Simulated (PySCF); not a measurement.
Excitations are Tamm–Dancoff values on a coarser integration grid. The basis has no diffuse functions, so Rydberg states are missing or too high.

Cartesian coordinates (Å):
```xyz
8

B      2.0570    -0.0292    -0.6011
N      0.8523    -0.2199    -0.4184
C     -0.4758    -0.4694    -0.2259
C     -1.3661     0.4371     0.1515
H      3.1961     0.1533    -0.7734
H     -0.7802    -1.4958    -0.4060
H     -1.0818     1.4639     0.3353
H     -2.4014     0.1600     0.2827
```
Charge 0, spin multiplicity 1.

What is the computed brightest of the four lowest singlets (TDA), dipole moment and total energy (CAM-B3LYP-D3(BJ)/def2-TZVP run with PySCF)?


- brightest of the four lowest singlets (TDA): 5.99 eV
- dipole moment: 0.54 D
- total energy: -4304.16 eV
